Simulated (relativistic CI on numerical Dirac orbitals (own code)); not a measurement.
# The 12-electron sequence from Te⁴⁰⁺ to Lu⁵⁹⁺

These numbers are calculated, not measured: Dirac-Coulomb-Breit CI, orbitals from a KLI potential per configuration, model QED, unscaled Slater integrals (own radial code, finite nucleus).

CI space (outside the closed core [Ne]): 3s2, 3s 3p, 3p2, 3s 3d, 3d2, 3p 3d, 3p 4s. Levels of other configurations are missing.

Energies above each ion's lowest level, in eV. Levels are followed by their leading LS label, which can pass from one level to another where the coupling changes.

```
  Ion  3s2 1S_0  3s 3p 3P°_0  3s 3p 3P°_1  3s 3p 3P°_2  3s 3p 1P°_1  3p2 3P_0  3p2 1D_2
Te⁴⁰⁺         0       81.868       90.092        152.7       178.55    197.52    259.03
 I⁴¹⁺         0       84.147       92.726       161.54       187.88       203    270.79
Xe⁴²⁺         0       86.451       95.383       170.87        197.7    208.53    283.06
Cs⁴³⁺         0       88.781       98.067       180.72       208.05    214.11    295.88
Ba⁴⁴⁺         0       91.138       100.78       191.12       218.95    219.75    309.26
La⁴⁵⁺         0       93.523       103.51       202.08       230.42    225.46    323.26
Ce⁴⁶⁺         0       95.937       106.28       213.64        242.5    231.22    337.87
Pr⁴⁷⁺         0       98.382       109.07       225.83       255.21    237.05    353.15
Nd⁴⁸⁺         0       100.86        111.9       238.68       268.59    242.95    369.13
Pm⁴⁹⁺         0       103.36       114.75       252.22       282.66     248.9    385.82
Sm⁵⁰⁺         0       105.89       117.63       266.48       297.45    254.92    403.25
Eu⁵¹⁺         0       108.47       120.55        281.5       313.02    261.02    421.49
Gd⁵²⁺         0       111.07       123.51       297.32       329.39    267.19    440.56
Tb⁵³⁺         0       113.73       126.51       313.98       346.61    273.48    460.52
Dy⁵⁴⁺         0       116.39       129.52       331.49       364.68    279.78    481.33
Ho⁵⁵⁺         0       119.12       132.59       349.93       383.68     286.2    503.14
Er⁵⁶⁺         0       121.88       135.69       369.31       403.64     292.7    525.91
Tm⁵⁷⁺         0       124.68       138.85        389.7       424.61     299.3    549.74
Yb⁵⁸⁺         ?            ?            ?            ?            ?         ?         ?
Lu⁵⁹⁺         0       130.39       145.24       433.63       469.71     312.7    600.63
```

(1) Fill in the row of Yb⁵⁸⁺.

The lowest level keeps the configuration 3s2 and J = 0 throughout.

Between Z = 68 and 71 the energy of 3s 3p 3P°_0 follows a local power law Z^1.6. For orientation: electrostatic splittings inside a shell grow about linearly with the screened charge, excitations that change n as its square, and fine structure as its fourth power; written in Z itself the exponents are larger, since the screened charge grows faster in proportion.

Results:

(1) 3s2 1S_0 0, 3s 3p 3P°_0 127.51, 3s 3p 3P°_1 142.02, 3s 3p 3P°_2 411.12, 3s 3p 1P°_1 446.61, 3p2 3P_0 305.95, 3p2 1D_2 574.62 (eV).
